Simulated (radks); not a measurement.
Question: These are the eigenvalues of the occupied orbitals of an atom or ion with whole-number occupations (eV). Calculated with a radial shooting solver on a logarithmic mesh with Libxc functionals: scalar-relativistic Kohn-Sham, PBEsol, spin-unpolarised, spherical densities, point nucleus.

| orbital | eigenvalue |
|---|---|
| 1s | -37248.56 |
| 2s | -5892.666 |
| 2p | -5285.337 |
| 3s | -1248.183 |
| 3p | -1053.510 |
| 3d | -770.6144 |
| 4s | -249.3309 |
| 4p | -186.5220 |
| 4d | -95.3485 |
| 5s | -39.3909 |
| 5p | -24.3848 |
| 6s | -7.5882 |

Which element is it, and in what charge state? The configuration may be excited.

Answer: Z = 56, barium, charge +1: Ba+ in [Xe] 6s1. The list shows which subshells hold electrons but not how many an open one holds; the 1s level, -1368.9 hartree, gives Z - s = 52.3 by -(Z - s)^2/2, which with screening and relativity narrows Z to a few neighbours, and the depths of the outer levels then fix element, charge and occupations together.
